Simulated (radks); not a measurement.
Ag, configuration [Kr] 4d10 5s1 (the NIST ground configuration). All-electron calculation, scalar-relativistic Kohn-Sham, Wu-Cohen GGA, spin-unpolarised, spherical densities, finite nucleus; Fermi nuclear charge, rms radius 4.5454 fm. Program: a radial shooting solver on a logarithmic mesh with Libxc functionals.

X-ray form factor f0, the Fourier transform of the density (f0(0) = 47):

sin(theta)/lambda (1/angstrom),f0 (electrons)
0.05,46.152
0.1,43.967
0.15,41.113
0.2,38.076
0.25,35.120
0.3,32.376
0.4,27.732
0.5,24.224
0.6,21.633
0.8,18.047
1,15.280
1.25,12.206
1.5,9.677
2,6.645
